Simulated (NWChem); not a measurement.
# SiAsH$_{4}$, doublet; SMILES [AsH2][SiH2]

### Question
Give the equilibrium geometry at PBE0/def2-SVP, spin-unrestricted (NWChem) as a Z-matrix, with the point group.

### Answer
point group C1; any orientation.
```
Si
H 1 1.4965
H 1 1.4981 2 109.74
As 1 2.3707 2 110.58 3 129.12
H 4 1.5255 1 92.10 2 179.04
H 4 1.5289 5 91.99 1 -93.57
```
